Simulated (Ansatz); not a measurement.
**A series of barriers**

Four-centre ligand exchange: in every member these bonds form or tighten: Ge–O, H–H; these break or loosen: Ge–H, H–O. Only the spectator groups change.

Gas-phase electronic energies, without zero-point energy, by CCSD(T) at an estimated basis limit (MP2 extrapolated from triple and quadruple zeta, plus CCSD(T) − MP2 in triple zeta); Ansatz 0.2.0, def2-TZVPP and QZVPP, frozen cores, on PBE0-D4/def2-TZVP structures. Extrapolation: Hartree–Fock as exp(−7.88 √X), correlation as X^−2.97. All energies, in eV, count from the separated reactants, without counterpoise correction; the start and end structures are the complexes reached by relaxing down from the saddle, and deeper ones may exist. Brackets give SMILES, or, where every atom is bracketed, only which atoms are joined. Steps whose reference was doubtful or whose search ended elsewhere are left out.

| reactants | products | start structure | saddle | end structure | saddle by PBE0-D4/TZ |
| --- | --- | --- | --- | --- | --- |
| H₂O₂ ([OH][OH]) + GeH₄ | GeH₄O₂ ([OH][O][GeH3]) + H₂ | -0.070 | ? | -0.041 | 1.794 |
| CH₄O ([CH3][OH]) + GeH₄ | CH₆GeO ([CH3][O][GeH3]) + H₂ | -0.095 | 2.002 | -0.055 | 1.797 |
| CH₆Ge ([CH3][GeH3]) + H₂O | CH₆GeO ([CH3][GeH2][OH]) + H₂ | -0.084 | 2.085 | -0.106 | 1.831 |
| Si₄H₁₀O ([OH][Si]([SiH3])([SiH3])[SiH3]) + GeH₄ | GeSi₄H₁₂O ([SiH3][Si]([SiH3])([SiH3])[O][GeH3]) + H₂ | -0.120 | 1.969 | -0.247 | 1.761 |

What is the height of the saddle for H₂O₂ ([OH][OH]) + GeH₄? (Judge from chemistry; the value comes from the calculation.)

Computed: 2.047 eV relative to the separated reactants, between the members at 2.002 and 2.085; above its start structure the barrier is 2.047 − (-0.070) ≈ 2.117 eV.

How do the PBE0-D4 saddles lie against the coupled-cluster estimate?

All lower, by 0.205 to 0.254 eV.

No T1 diagnostic of these runs exceeds 0.016. The filled d shells of Ge are correlated in sets not built for that, so values that involve them are less sure.

For scale, one of the runs: CCSD(T)/def2-TZVPP, 443 basis functions, launched by `ansatz run in.yaml --threads 4 --pin off --events-out ev --progress --plain --max-ram 41984MiB --backend cuda --devices 0, --max-vram 37GiB`. The run took 43 s on 4 CPU threads of an AMD EPYC 7R13 and a share of one NVIDIA H100 (shared host), with 1.9 GiB of host memory at its peak.
